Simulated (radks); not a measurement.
Question: Method: scalar-relativistic Kohn-Sham, BLYP, spin-unpolarised, spherical densities, finite nucleus; Fermi nuclear charge, rms radius of each element as measured or else 0.836 A^(1/3) + 0.57 fm; computed with a radial shooting solver on a logarithmic mesh with Libxc functionals. Each species is in its NIST ground configuration. Rank Co4+, Zn4+, Sc4+, V4+, Cu4+, Cr4+, Fe4+, Ni4+, Ti4+, Mn4+ by radius at which the density is 0.001 e/bohr^3 (bohr), largest first.

Answer: Sc4+ 2.60, V4+ 2.55, Cr4+ 2.55, Mn4+ 2.54, Ti4+ 2.53, Fe4+ 2.52, Co4+ 2.50, Ni4+ 2.47, Cu4+ 2.45, Zn4+ 2.42.
